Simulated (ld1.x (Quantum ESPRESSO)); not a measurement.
# u(r) = r·R(r): atom against pseudo-atom (Ag)

Columns: radius, all-electron u(r) and pseudo u(r) of the 4p shell (level -56.63 eV) of silver in the configuration [Ar] 3d10 4s2 4p6 4d10 5s1 5p0; PBEsol, non-relativistic, PAW scheme, ld1.x (Quantum ESPRESSO) 7.5.

| r (bohr) | all-electron | pseudo |
| --- | --- | --- |
| 0.123 | 0.1556 | 0.0317 |
| 0.245 | -0.5850 | 0.1207 |
| 0.368 | -0.3939 | 0.2548 |
| 0.490 | 0.2002 | 0.4116 |
| 0.613 | 0.7219 | 0.5702 |
| 0.735 | 1.0241 | 0.7059 |
| 0.858 | 1.1319 | 0.8032 |
| 0.980 | 1.1071 | 0.8502 |
| 1.103 | 1.0094 | 0.8458 |
| 1.225 | 0.8818 | 0.7962 |
| 1.348 | 0.7474 | 0.7129 |
| 1.470 | 0.6221 | 0.6126 |
| 1.593 | 0.5098 | 0.5087 |
| 1.715 | 0.4142 | 0.4142 |
| 1.838 | 0.3334 | 0.3334 |
| 1.960 | 0.2674 | 0.2674 |
| 2.083 | 0.2131 | 0.2131 |
| 2.205 | 0.1695 | 0.1695 |
| 2.328 | 0.1343 | 0.1343 |
| 2.450 | 0.1063 | 0.1063 |
| 2.573 | 0.0839 | 0.0839 |
| 2.695 | 0.0662 | 0.0662 |
| 2.818 | 0.0520 | 0.0520 |
| 2.940 | 0.0410 | 0.0410 |
| 3.063 | 0.0322 | 0.0322 |
| 3.185 | 0.0253 | 0.0253 |

Problem. How many radial nodes do the two functions have?

Solution. The all-electron 4p function has n − l − 1 = 2; the pseudo-wave has 0, since the states of the same l below it are removed with the core.

Problem. At about which radius was the pseudo-wave matched?

Solution. 1.80 bohr, where the columns begin to agree (steps of 0.12 bohr).

Problem. Is the pseudo-wave norm-conserving?

Solution. No, it belongs to a PAW set: the norm inside the radius is not constrained, and the difference is carried by the augmentation charge.
